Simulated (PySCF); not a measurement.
## SMILES CC[C@@H]1OC(=O)O[C@H]1F, C₅H₇FO₃

Molfile (atoms numbered from 1):
```
C5H7FO3
     RDKit          3D

 16 16  0  0  0  0  0  0  0  0999 V2000
   -2.0616    0.6956    0.5070 C   0  0  0  0  0  0  0  0  0  0  0  0
   -1.0620   -0.1523   -0.2697 C   0  0  0  0  0  0  0  0  0  0  0  0
    0.2401   -0.3184    0.5116 C   0  0  2  0  0  0  0  0  0  0  0  0
    0.8957    0.9304    0.6789 O   0  0  0  0  0  0  0  0  0  0  0  0
    2.0400    0.9666   -0.0069 C   0  0  0  0  0  0  0  0  0  0  0  0
    2.7596    1.8974   -0.0966 O   0  0  0  0  0  0  0  0  0  0  0  0
    2.2566   -0.2330   -0.6276 O   0  0  0  0  0  0  0  0  0  0  0  0
    1.3040   -1.1506   -0.2347 C   0  0  1  0  0  0  0  0  0  0  0  0
    1.8712   -2.0660    0.6128 F   0  0  0  0  0  0  0  0  0  0  0  0
   -1.6279    1.6650    0.7358 H   0  0  0  0  0  0  0  0  0  0  0  0
   -2.9628    0.8450   -0.0805 H   0  0  0  0  0  0  0  0  0  0  0  0
   -2.3320    0.2071    1.4396 H   0  0  0  0  0  0  0  0  0  0  0  0
   -1.4742   -1.1443   -0.4617 H   0  0  0  0  0  0  0  0  0  0  0  0
   -0.8389    0.3232   -1.2273 H   0  0  0  0  0  0  0  0  0  0  0  0
    0.0516   -0.7409    1.5043 H   0  0  0  0  0  0  0  0  0  0  0  0
    0.9331   -1.7157   -1.0973 H   0  0  0  0  0  0  0  0  0  0  0  0
  1  2  1  0
  2  3  1  0
  3  4  1  0
  4  5  1  0
  5  6  2  0
  5  7  1  0
  7  8  1  0
  8  9  1  0
  8  3  1  0
  1 10  1  0
  1 11  1  0
  1 12  1  0
  2 13  1  0
  2 14  1  0
  3 15  1  1
  8 16  1  6
M  END
```

Method: PySCF, GIAO CAM-B3LYP/pcSseg-1 magnetisability, rotational g tensor and spin-rotation constants, non-relativistic, gas phase. Geometry: GFN2-xTB.

**Question.** How diamagnetic is it, and how anisotropic?

**Answer.** Isotropic -1221 × 10⁻³⁰ J/T², or -73.5 × 10⁻⁶ cm³/mol; principal values -1300, -1191, -1171 × 10⁻³⁰ J/T², anisotropy 120 × 10⁻³⁰ J/T² (root of half the summed squared differences of the principal values). The susceptibility is in cgs units.

**Question.** Split it along the inertial axes a, b, c into diamagnetic and paramagnetic parts about the centre of mass, with the quadrupole moment.

**Answer.** 
| axis | χ (10⁻⁶ cm³/mol) | diamagnetic (10⁻⁶ cm³/mol) | paramagnetic (10⁻⁶ cm³/mol) | summed x² of all electrons (Å²) | quadrupole Θ (D Å) |
| --- | --- | --- | --- | --- | --- |
| a | -72.2 | -604.1 | 531.9 | 192.8 | -0.31 |
| b | -73.5 | -944.9 | 871.4 | 112.4 | -6.25 |
| c | -74.9 | -1294.8 | 1220.0 | 30.0 | +6.56 |

Anisotropies 2χaa − χbb − χcc = +4.0 and 2χbb − χaa − χcc = +0.1 × 10⁻⁶ cm³/mol. Θ is traceless in Buckingham's convention.

**Question.** And the rotational g tensor?

**Answer.** 
| axis | rotational constant (GHz) | g | nuclear part | electronic part |
| --- | --- | --- | --- | --- |
| a | 2.2186 | -0.0261 | 0.5283 | -0.5544 |
| b | 1.4357 | -0.0137 | 0.5741 | -0.5878 |
| c | 0.9772 | -0.0121 | 0.5480 | -0.5601 |

Asymmetric top; isotopes 12C, 19F, 1H, 16O; no vibrational averaging.
